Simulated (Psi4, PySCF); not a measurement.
The Psi4 input:
```
memory 2 GB

molecule {
0 3
  In   -0.31221422    0.34829714    0.72257890
  Br   -1.81727600   -1.60136639   -0.49182942
  Br    0.13534756    2.03252745   -1.39974133
  Br    2.11902836   -0.91877705    0.87996029
}

set basis sto-3g
set reference uks
set scf_type pk
set puream true
set d_convergence 1e-8
set dft_radial_points 99
set dft_spherical_points 590

energy('b3lyp5')
print_variables()
```

### Question
Write the same job for PySCF.

### Answer
One answer among several that fit: 
```python
from pyscf import gto, scf, dft

mol = gto.M(
    atom='''
In   -0.312214    0.348297    0.722579
Br   -1.817276   -1.601366   -0.491829
Br    0.135348    2.032527   -1.399741
Br    2.119028   -0.918777    0.879960
''',
    basis='sto-3g',
    charge=0,
    spin=2,
    verbose=4,
)

mf = dft.UKS(mol)
mf.xc = 'b3lyp5'
mf.grids.atom_grid = (99, 590)
mf.grids.prune = None
mf.kernel()
```

Both were run: Psi4 gave -13322.252315 Eh and PySCF -13322.252338 Eh, 0.022 mEh apart.
